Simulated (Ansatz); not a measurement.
Reaction (atomization): `[Cl][GeH]1[CH2][GaH][O]C[O]1` → 2 C• + Cl• + Ga• + Ge• + 6 H• + 2 O•

Computed with Ansatz on PBE0-D4/def2-TZVP structures; ΔE is electronic, products minus reactants. CBS: MP2 limit from def2 TZ/QZ plus the TZ coupled-cluster correction, frozen cores. This one scheme is used for every species, atoms too. Functionals use def2-TZVPP. B3LYP here is the variant with VWN-RPA as its local correlation; programs differ in this. HSE06 is defined as in plane-wave codes. Open shells (•) are unrestricted, without spin–orbit coupling. Spin–orbit coupling would lower the free atoms: a little for C, Cl, O; clearly for Ga, Ge. Bonds to Ga, Ge are less sure, by a few kJ/mol each and by 10 to 20 or more in all where they break to atoms, as the def2 sets lack core-valence functions. Scalar relativity is left out up to krypton.

`[Cl][GeH]1[CH2][GaH][O]C[O]1`:

Cartesian coordinates in Å:
```
Cl 1.739 2.037 -0.297
Ge 0.111 1.186 0.851
C 0.698 -0.556 1.434
Ga 0.432 -1.718 -0.137
O -0.526 -0.974 -1.454
C -1.058 0.307 -1.504
O -1.252 0.922 -0.254
H -0.371 2.230 1.860
H 1.733 -0.547 1.779
H 0.066 -0.906 2.256
H 0.888 -3.169 -0.445
H -2.051 0.250 -1.963
H -0.409 0.939 -2.126
```

| level | ΔE (kJ/mol) | difference from CCSD(T)/CBS |
| --- | --- | --- |
| LDA (SPW92) | 5411.4 | 742.9 |
| PBE-D4 | 4735.2 | 66.7 |
| revPBE-D4 | 4597.4 | -71.1 |
| BLYP-D4 | 4592.7 | -75.8 |
| r2SCAN-D4 | 4676.9 | 8.4 |
| B97M-V | 4668.1 | -0.4 |
| PBE0-D4 | 4642.3 | -26.2 |
| B3LYP-D4 | 4597.0 | -71.5 |
| r2SCANh-D4 | 4638.2 | -30.3 |
| r2SCAN0-D4 | 4583.7 | -84.8 |
| BHLYP-D4 | 4458.6 | -209.9 |
| CAM-B3LYP-D4 | 4642.0 | -26.5 |
| ωB97X-V | 4674.8 | 6.3 |
| ωB97M-V | 4642.3 | -26.2 |
| B2PLYP | 4572.8 | -95.7 |
| PBE-QIDH | 4638.4 | -30.1 |
| PBE | 4692.5 | 24.0 |
| revPBE | 4484.5 | -184.0 |
| BLYP | 4501.5 | -167.0 |
| PBE0 | 4605.7 | -62.8 |
| r2SCAN0 | 4571.2 | -97.3 |
| HSE06 | 4610.5 | -58.0 |
| BHLYP | 4400.0 | -268.5 |
| CAM-B3LYP | 4604.0 | -64.5 |
| LC-ωPBE | 4640.1 | -28.4 |
| HF/def2-SVP | 3295.2 | -1373.3 |
| MP2/def2-SVP | 4481.6 | -186.9 |
| CCSD/def2-SVP | 4320.6 | -347.9 |
| CCSD(T)/def2-SVP | 4379.4 | -289.1 |
| HF/def2-TZVPP | 3260.9 | -1407.6 |
| MP2/def2-TZVPP | 4677.8 | 9.3 |
| SCS-MP2/def2-TZVPP | 4612.1 | -56.4 |
| CCSD/def2-TZVPP | 4468.7 | -199.8 |
| CCSD(T)/def2-TZVPP | 4558.1 | -110.4 |
| HF/def2-QZVPP | 3264.2 | -1404.3 |
| MP2/def2-QZVPP | 4742.3 | 73.8 |
| SCS-MP2/def2-QZVPP | 4687.1 | 18.6 |
| HF/CBS(def2) | 3264.8 | -1403.7 |
| MP2/CBS(def2) | 4788.2 | 119.7 |
| CCSD/CBS(def2) | 4579.0 | -89.5 |
| CCSD(T)/CBS | 4668.5 | 0 |

Largest T1 diagnostic among the species: 0.014.

At CCSD(T), def2-SVP lies −289.1 kJ/mol from the extrapolated value and def2-TZVPP −110.4 kJ/mol: correlation converges slowly with the basis, and small sets miss more of it in the bonded molecule than in its fragments. Leaving LDA and LC-ωPBE aside and taking each functional with its dispersion term where it has one, the values spread over 276.6 kJ/mol, from BHLYP-D4 to PBE-D4. LDA lies +718.8 kJ/mol from PBE without D4, its usual overbinding. From r2SCAN to r2SCAN0 (25 % exact exchange), in def2-TZVPP and without D4, ΔE moves by −95.4 kJ/mol: exact exchange takes away binding that semilocal exchange gives to molecules.

For atomizations the MP2-based limit and the directly extrapolated one differ by several kJ/mol either way, and by 10 to 25 for some Ge, Se and Sn compounds, so smaller differences from it don't rank the levels.
